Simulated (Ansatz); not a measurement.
Relaxation of C2H10N2Si (15 atoms, charge 0, multiplicity 1), to a largest force component of 0.02 eV/Å in at most 40 steps.

Computed with RKS PBE/6-31G in Ansatz 0.2.0.

```xyz
15
Properties=species:S:1:pos:R:3
Si 0.000 0.000 0.000
N 0.000 0.000 1.820
H -0.877 -0.271 2.350
H 0.877 0.271 2.350
C 1.763 0.000 -0.623
H 2.111 -1.046 -0.751
H 1.812 0.528 -1.598
H 2.415 0.519 0.111
C -0.881 1.526 -0.623
H -1.933 1.272 -0.867
H -0.862 2.311 0.162
H -0.370 1.903 -1.534
N -0.857 -1.485 -0.606
H -1.392 -2.101 0.070
H -0.822 -1.734 -1.636
```

Problem. Where does it end, and by what steps?

Solution. The run converged. Limits of this set-up: no polarisation functions. After 8 steps the energy has fallen by 0.592 eV; H15 moved furthest, 0.94 Å.

| step | energy less start (eV) | largest force component (eV/Å) | accepted |
| --- | --- | --- | --- |
| 0 | 0.0000 | 1.801 | yes |
| 1 | -0.3297 | 0.791 | yes |
| 2 | -0.4318 | 0.227 | yes |
| 3 | -0.4883 | 0.343 | yes |
| 4 | -0.5435 | 0.201 | yes |
| 5 | -0.5756 | 0.143 | yes |
| 6 | -0.5837 | 0.239 | yes |
| 7 | -0.5909 | 0.044 | yes |
| 8 | -0.5919 | 0.018 | yes |

```xyz
15
Properties=species:S:1:pos:R:3
Si -0.017 -0.025 0.008
N -0.033 -0.159 1.778
H -0.881 -0.348 2.305
H 0.801 -0.032 2.343
C 1.843 0.051 -0.453
H 2.368 -0.872 -0.153
H 1.955 0.170 -1.544
H 2.335 0.909 0.038
C -0.900 1.522 -0.701
H -1.962 1.549 -0.405
H -0.415 2.437 -0.322
H -0.845 1.536 -1.804
N -0.909 -1.400 -0.675
H -0.738 -2.361 -0.392
H -1.617 -1.287 -1.395
```

The run took 74 s on 1 thread of Arm Neoverse N1 (shared host), peak memory 0.15 GiB.
